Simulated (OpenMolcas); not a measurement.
# Mo V: effect of the active space

| Item | Value |
| --- | --- |
| Program | OpenMolcas 26.06 |
| Method | SS-CASPT2 or its RAS form, IPEA 0.25 Eh, imaginary shift 0.1 Eh |
| Basis | ANO-RCC-VTZP |
| Scalar Hamiltonian | DKH2, point nucleus |
| Spin-orbit coupling | state interaction with AMFI integrals over the reference wave functions, term energies averaged over their components |

A. 2 electrons in 5 orbitals (4d); 2S+1 = 3 even, 10 roots; 2S+1 = 1 even, 15 roots; closed shells correlated: 4s 4p; CASPT2 step roughly 3 core-seconds
B. 8 electrons in 8 orbitals (RAS1 4p, at most 2 holes; RAS2 4d); 2S+1 = 3 even, 10 roots; 2S+1 = 1 even, 15 roots; closed shells correlated: 4s; CASPT2 step roughly 13 core-seconds
C. 2 electrons in 10 orbitals (4d 5d); 2S+1 = 3 even, 10 roots; 2S+1 = 1 even, 15 roots; closed shells correlated: 4s 4p; CASPT2 step about 50 core-seconds

Energies in cm⁻¹ above 4d² ³F₂, the measured ground level; measured values from Sugar and Musgrove, J. Phys. Chem. Ref. Data 17, 155 (1988).

```csv
Level,A,B,C,Measured
4d² ³F₂,0.0,0.0,0.0,0.0
4d² ³F₃,1527,1629,1531,1578
4d² ³F₄,3260,3460,3270,3357
4d² ¹D₂,10070,10210,10170,10190
4d² ³P₀,11770,11520,11820,11161
4d² ³P₁,12400,12190,12430,11807
4d² ³P₂,13800,13750,13840,13408
4d² ¹G₄,16960,16590,17090,16354
4d² ¹S₀,38080,37620,38420,37738
```

Deviations, from unrounded energies. A percentage is the sum of absolute deviations over the sum of measured energies, with the sign that they share, or ± where signs differ.

```json
{"Against measurement": "mean absolute deviation (cm-1)", "Levels": "8", "A": "350", "B": "200", "C": "410"}
{"Against measurement": "fine structure of the ground term (%)", "Levels": "2", "A": "-3.0", "B": "+3.1", "C": "-2.7"}
{"Against measurement": "other terms of the ground configuration (%)", "Levels": "6", "A": "±2.6", "B": "±1.4", "C": "±3.1"}
```

B lies closest to measurement on these levels and C furthest from it. The largest miss of B in the table is 4d² ³P₁, by +380 cm-1. The ranking rests on the paired levels alone, and a cruder setting can come out closer through cancelling errors.

The two smallest mean deviations differ by little beside CASPT2's spread within terms, so their order carries little weight.

Among A to C the level of the table that moves most is 4d² ¹S₀, by 810 cm-1 (lowest in B, highest in C). Moves below CASPT2's spread within the term are not significant.

Term energies are means over components that CASPT2 splits; among the terms shown or strongly mixed into the levels shown the widest spread is 810 cm-1 (4d² ¹G, C). Active for correlation alone: 4p; no level in the range computed is led by a configuration that opens it, so any true level of that kind is missing (holds for B). Active for correlation alone: 5d; no level in the range computed is led by a configuration that fills it, so any true level of that kind is missing (holds for C). Measured partners are found by configuration, term and J. A level has none where our copy of the source lacks it or the pairing is in doubt (some pairs that miss far off the trend of their configuration count as doubtful), and it then counts in no deviation. Levels of configurations outside the active space are missing.
